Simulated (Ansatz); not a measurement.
Ge(CF3)H3 (CH₃F₃Ge). Charge 0, multiplicity 1. Geometry PBE0-D4/def2-SVP; atoms count from 1.

```tsv
atom	x (Å)	y (Å)	z (Å)
Ge1	0.792	-0.424	0.461
C2	-0.774	0.414	-0.450
F3	-0.388	1.313	-1.365
F4	-1.568	1.048	0.422
F5	-1.523	-0.500	-1.081
H6	0.247	-1.375	1.532
H7	1.620	0.705	1.085
H8	1.593	-1.182	-0.604
```

(1) Estimate the Mulliken populations from the PBE0/def2-TZVP orbitals of Ansatz.

(2) And the Mayer bond orders between heavy atoms (over 0.3)?

Results:

(1) 
| atom | charge (e) |
| --- | --- |
| Ge1 | 0.00 |
| C2 | 0.37 |
| F3 | -0.16 |
| F4 | -0.16 |
| F5 | -0.16 |
| H6 | 0.03 |
| H7 | 0.03 |
| H8 | 0.03 |
Mulliken values depend strongly on the basis.

(2) Ge1–C2 0.92 (2.00 Å); C2–F3 1.11 (1.34 Å); C2–F4 1.11 (1.34 Å); C2–F5 1.11 (1.34 Å).
